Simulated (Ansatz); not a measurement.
Species: sum formula SiHCl, charge 0, multiplicity 1. 
Geometry from a B3LYP-D3(BJ)/def2-TZVP (Ansatz, a program for electronic structure) optimisation:
```
Si
H 1 1.5263
Cl 1 2.0943 2 94.91
```
Charge 0, spin multiplicity 1.

Basis-set convergence of Hartree-Fock and MP2 correlation energies (hartree) with Ansatz. Correlated levels leave the core frozen unless marked. Spin-orbit coupling is left out. No relativistic terms.

The Hartree-Fock reference is unstable (checked in the largest basis), which strains HF and MP2. 

```csv
basis,functions,E(HF),"E(corr, MP2)"
aug-cc-pV(D+d)Z,73,-749.02090,-0.23521
aug-cc-pV(T+d)Z,133,-749.04436,-0.29568
aug-cc-pV(Q+d)Z,224,-749.05002,-0.31972
```

Extrapolating the two largest sets (X = 3 and 4) as X^-3: E(corr) = (64·(-0.31972) - 27·(-0.29568))/37 = -0.3373 Eh, an estimate of the basis-set limit. The largest set recovers 94.8 % of it, the smallest 69.7 %.
